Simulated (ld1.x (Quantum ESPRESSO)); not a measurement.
Building the PAW potential for Zr (Z = 40) (LDA (PZ), scalar-relativistic).

ld1.x (Quantum ESPRESSO) 7.5 input, shortened:

```
&input
   title='Zr', zed=40., rel=1, dft='PZ', iswitch=3,
   config='[Kr] 4d2 5s1.5 5p0.5'
 /
 &inputp
   pseudotype=3, lpaw=.true., tm=.true., lloc=-1, rcloc=2.80,
   nlcc=.true., new_core_ps=.true.,
   which_augfun='PSQ', rmatch_augfun_nc=.true.
 /
6
5S  1  0   1.50   0.00  2.95  3.70  0.0
5S  1  0   0.00   2.55  2.95  3.70  0.0
4P  2  1   6.00   0.00  2.55  2.75  0.0
5P  3  1   0.50   0.00  2.55  2.75  0.0
4D  3  2   2.00   0.00  2.15  2.70  0.0
4D  3  2   0.00   2.65  2.15  2.70  0.0
 &test
   configts(1)='4p6 4d2 5s1.5 5p0.5'
 /
```

Poles of the logarithmic derivatives, all-electron (AE) and pseudo (PS). s: poles at 0.2, 3.7 (AE) and 0.2, 1.6, 3.6 (PS) Ry. p: poles at 0.8, 4.4 (AE) and 0.8, 3.8 (PS) Ry. d: poles at -0.2, 2.1 (AE) and -0.2, 2.1 (PS) Ry. Test radius 4.02 bohr.

- Cutoffs needed: 15 Ry and 21 Ry (the cutoffs (Ry, on a coarse ladder) from which the occupation-weighted sum of valence levels, in a spherical-Bessel basis at the reference potential, stays within 10 and 1 mRy of its value at 400 Ry)
- Ghost test: no extra level below or beside the all-electron valence levels (s, p, d, f tested) (spherical-Bessel basis up to 400 Ry, 20 bohr box)
- Configuration tests: test run stopped at test 6 of 9 (negative rho), 1 before it not solved; not counted: 4p6 4d0 5s0 5p0 (solver errors, printed error -324 eV)
- Lowest eigenvalue of the overlap operator: 0.03 (s channel)
- Density cutoff estimated by the generator: 90 Ry
